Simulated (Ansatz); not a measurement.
One change: `NC1C[SiH2]1` becomes `F[SiH2]C1C[SiH2]1`.

Ansatz, PBE0-D4/def2-TZVP geometries, multiplicity 1. Each molecule was computed in one conformer, which needn't be the lowest.

| property | `NC1C[SiH2]1` |
| --- | --- |
| size of the dipole moment (B3LYP/def2-TZVPP) / D | 1.17 |
| HOMO energy (PBE0/def2-TZVPP) / eV | -6.34 |
| size of the dipole moment (PBE/def2-TZVPP) / D | 1.25 |
| size of the dipole moment (ωB97M-V/def2-TZVPP) / D | 1.15 |
| HOMO–LUMO gap (ωB97M-V/def2-TZVPP) / eV | 10.47 |
| HOMO–LUMO gap (B3LYP/def2-TZVPP) / eV | 6.21 |

(1) Give the same properties after the change, and the shifts. (Best estimate.)

Results:

(1) The calculation gave: 
```csv
property,`F[SiH2]C1C[SiH2]1`,shift
size of the dipole moment (B3LYP/def2-TZVPP) / D,2.02,0.85
HOMO energy (PBE0/def2-TZVPP) / eV,-7.24,-0.90
size of the dipole moment (PBE/def2-TZVPP) / D,1.95,0.70
size of the dipole moment (ωB97M-V/def2-TZVPP) / D,2.01,0.86
HOMO–LUMO gap (ωB97M-V/def2-TZVPP) / eV,10.93,0.46
HOMO–LUMO gap (B3LYP/def2-TZVPP) / eV,6.73,0.52
```

With PBE0 the HOMO falls by 0.90 eV and the LUMO falls by 0.38 eV, so the gap widens by about 0.52 eV. PBE moves the HOMO by -1.02 eV and ωB97M-V by -0.83 eV. Dipoles are sizes alone; their direction can turn.

B3LYP here is the variant with VWN-RPA as its local correlation; programs differ in this.
